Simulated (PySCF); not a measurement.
Changes within a family of molecules, several properties at once.

PySCF, wB97X-D/def2-SVPD, density fitting, gas phase; each molecule at its own PBE0-D3(BJ)/def2-SVP geometry, one conformer. Singlet excitations by full TDDFT with frozen cores, triplets by Tamm–Dancoff TDDFT and ionisation energies by ΔSCF, from the lowest of the holes tried. 

Torsions of the conformers computed, which needn't be the lowest (atom-mapped SMILES):
- `[SiH3:1][SiH2:2][O:3][SiH2:4][PH2:5]`: Si1–Si2–O3–Si4 71°, Si2–O3–Si4–P5 9°, H–P5–Si4–O3 83°, H–P5–Si4–O3 177°
- `[CH3:1][CH:2]([CH3:3])[SiH2:4][O:5][SiH2:6][SiH3:7]`: C1–C2–Si4–O5 -53°, C2–Si4–O5–Si6 -72°, Si4–O5–Si6–Si7 44°
- `[SiH3:1][SiH2:2][O:3][SiH2:4][n:5]1[cH:6][cH:7][cH:8][cH:9]1`: Si1–Si2–O3–Si4 -46°, Si2–O3–Si4–N5 29°, O3–Si4–N5–C6 -97°
- `[SiH3:1][SiH2:2][O:3][SiH2:4][CH:5]1[CH2:6][CH2:7][CH2:8]1`: Si1–Si2–O3–Si4 50°, Si2–O3–Si4–C5 56°, O3–Si4–C5–C6 -172°
- `[CH3:1][S:2][SiH2:3][O:4][SiH2:5][SiH3:6]`: C1–S2–Si3–O4 -70°, S2–Si3–O4–Si5 -37°, Si3–O4–Si5–Si6 21°
- `[SiH3:1][SiH2:2][O:3][SiH2:4][N:5]([SiH3:6])[SiH3:7]`: Si1–Si2–O3–Si4 -2°, Si2–O3–Si4–N5 8°, O3–Si4–N5–Si6 -101°

Reference: `[SiH3][SiH2]O[SiH2]P`, with HOMO energy -9.39 eV, LUMO energy 1.10 eV, lowest singlet excitation 6.24 eV, lowest triplet excitation 5.62 eV, mean polarisability 113.9 au, dipole moment 0.60 D and vertical ionisation energy 9.61 eV.

Changes against it:

```csv
molecule,Δ HOMO energy (eV),Δ LUMO energy (eV),Δ lowest singlet excitation (eV),Δ lowest triplet excitation (eV),Δ mean polarisability (au),Δ dipole moment (D),Δ vertical ionisation energy (eV)
[SiH3][SiH2]O[SiH2]C1CCC1,-0.20,+0.22,+0.13,+0.14,+15.8,+0.70,-0.01
CS[SiH2]O[SiH2][SiH3],+0.33,+0.24,-0.24,-0.01,+3.8,+0.60,-0.34
[SiH3][SiH2]O[SiH2]N([SiH3])[SiH3],-0.36,+0.13,+0.32,+0.25,+28.3,-0.15,+0.04
```

Rows whose labels were lost:

```tsv
row	Δ HOMO energy (eV)	Δ LUMO energy (eV)	Δ lowest singlet excitation (eV)	Δ lowest triplet excitation (eV)	Δ mean polarisability (au)	Δ dipole moment (D)	Δ vertical ionisation energy (eV)
P	+1.15	+0.27	-0.18	-1.40	+18.6	-0.03	-1.35
Q	-0.12	+0.23	+0.10	+0.09	+8.5	+0.30	-0.06
```

**Question.** Which row belongs to which of `CC(C)[SiH2]O[SiH2][SiH3]` and `[SiH3][SiH2]O[SiH2]n1cccc1`?

**Answer.** P = `[SiH3][SiH2]O[SiH2]n1cccc1` and Q = `CC(C)[SiH2]O[SiH2][SiH3]`. P and Q are told apart most clearly by the lowest triplet excitation (-1.40 against +0.09 eV).

**Question.** Which row has the smallest HOMO–LUMO gap and which the largest, and does the HOMO or the LUMO shift more there?

**Answer.** Smallest, counted from the reference: P, -0.88 eV (HOMO +1.15, LUMO +0.27), the larger shift being that of the HOMO. Largest: `[SiH3][SiH2]O[SiH2]N([SiH3])[SiH3]`, +0.49 eV (HOMO -0.36, LUMO +0.13), the larger shift being that of the HOMO.
